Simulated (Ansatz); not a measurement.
A nudged elastic band was laid between two geometries of C$_{3}$H$_{3}$Si (7 atoms, charge 0, multiplicity 2).

Method: UKS PBE/6-31G (Ansatz).

```
movable images  : 9
climbing image  : yes
spring          : 5.0 eV/Å²
optimiser       : quadratic models (default)
start path      : IDPP
force threshold : 0.03 eV/Å
iteration limit : 60
end points      : relaxed
```

Image 0:

```xyz
7
Properties=species:S:1:pos:R:3
C -0.289 0.809 -0.072
C 0.305 -0.528 0.144
C 1.179 -1.325 0.762
Si 0.169 -2.446 -0.459
H 0.339 1.596 0.383
H -0.409 1.031 -1.146
H -1.293 0.864 0.388
```

Image 10:

```xyz
7
Properties=species:S:1:pos:R:3
C -0.375 0.773 -0.070
C 0.161 -0.592 0.122
C 0.014 -1.844 0.561
Si 1.785 -1.731 -0.226
H 0.423 1.532 -0.109
H -0.934 0.827 -1.023
H -1.074 1.034 0.745
```

**Question.** Which bonds break or form, and what moves?

**Answer.** No bond is made or broken. The dihedral H5–C1–C2–Si4 goes from -167 to -28°.

**Question.** Give the energies along the band, and the barrier.

**Answer.** The forces met the threshold. The highest image is number 3 of 0 to 10, 0.004 eV above the ends, which have the same energy within 2 meV. The top lies less than 8 meV above the higher end, about what the thresholds resolve: that end is a shoulder or a very shallow well. A vibrational analysis at the climbing image gives no mode beyond 40i cm⁻¹: the surface is too flat there to confirm a saddle point. Limits of this set-up: no polarisation functions.

| image | path coordinate (Å) | energy (eV) | dihedral H5–C1–C2–Si4 (°) |
| --- | --- | --- | --- |
| 0 | 0.00 | 0.000 | -167 |
| 1 | 0.26 | 0.001 | -153 |
| 2 | 0.52 | 0.003 | -139 |
| 3 | 0.78 | 0.004 | -125 |
| 4 | 1.03 | 0.004 | -111 |
| 5 | 1.29 | 0.002 | -97 |
| 6 | 1.54 | 0.001 | -83 |
| 7 | 1.79 | 0.000 | -69 |
| 8 | 2.05 | 0.000 | -55 |
| 9 | 2.30 | 0.000 | -41 |
| 10 | 2.56 | 0.002 | -28 |

**Question.** What is the geometry of the highest image?

**Answer.** 
```xyz
7
Properties=species:S:1:pos:R:3:forces:R:3
C -0.327 0.795 -0.055 0.00 -0.01 0.00
C 0.262 -0.545 0.158 0.00 0.00 0.00
C 0.847 -1.435 0.963 0.00 0.00 0.00
Si 0.669 -2.279 -0.778 0.00 0.00 0.00
H 0.393 1.580 0.240 0.00 0.00 0.00
H -0.617 0.966 -1.104 0.00 0.01 0.00
H -1.227 0.917 0.577 0.00 0.01 0.00
```

The run took 110 s on 1 thread of Arm Neoverse V2, with other jobs on the host, peak memory 0.11 GiB.
